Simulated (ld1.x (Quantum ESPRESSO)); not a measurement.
# Transferability test, PAW potential for B (Z = 5)

B (Z = 5), PAW, made with ld1.x (Quantum ESPRESSO) 7.5 (LDA (PZ), scalar-relativistic). Core [He], reference 2s2 2p1. Waves: 2s (bound): rcut 1.10, rcutus 1.50 bohr; 2s channel at 1.2 Ry: rcut 1.10, rcutus 1.50 bohr; 2p (bound): rcut 2.05, rcutus 2.25 bohr; 2p channel at 1.7 Ry: rcut 2.05, rcutus 2.25 bohr. Local part: all-electron potential smoothed inside 1.50 bohr (lloc = -1). Core correction: Bessel-smoothed model core, default radius (core density twice the valence density). Augmentation charge: PSQ, inside the norm-conserving radii.

Energies are relative to the spin-unpolarised reference configuration 2s2 2p1; without spin polarisation the order of configurations can differ from experiment. Spin-polarised rows fill each open shell by Hund’s rule, majority spin first.

```json
{"valence configuration": "2s2 2p0", "charge": "+1", "ΔE all-electron (eV)": "8.327", "error AE − PS (meV)": "-0.3"}
{"valence configuration": "2s1 2p0", "charge": "+2", "ΔE all-electron (eV)": "33.631", "error AE − PS (meV)": "-6.6"}
{"valence configuration": "2s2 2p0.5", "charge": "+0.5", "ΔE all-electron (eV)": "2.943", "error AE − PS (meV)": "+0.1"}
{"valence configuration": "2s0 2p3", "charge": "0", "ΔE all-electron (eV)": "11.401", "error AE − PS (meV)": "-2.0"}
{"valence configuration": "2s2 2p1.3", "charge": "-0.3", "ΔE all-electron (eV)": "-0.772", "error AE − PS (meV)": "+0.1"}
{"valence configuration": "2s1 2p1", "charge": "+1", "ΔE all-electron (eV)": "14.283", "error AE − PS (meV)": "-0.2"}
{"valence configuration": "2s2 2p1 (spin-polarised)", "charge": "0", "ΔE all-electron (eV)": "-0.235", "error AE − PS (meV)": "-0.3"}
{"valence configuration": "2s1 2p0 (spin-polarised)", "charge": "+2", "ΔE all-electron (eV)": "32.903", "error AE − PS (meV)": "-9.3"}
```

**Question.** What are ΔE and the potential's error for 2s1 2p2?

**Answer.** ΔE = 5.686 eV all-electron; the error (AE − PS) is -0.5 meV.
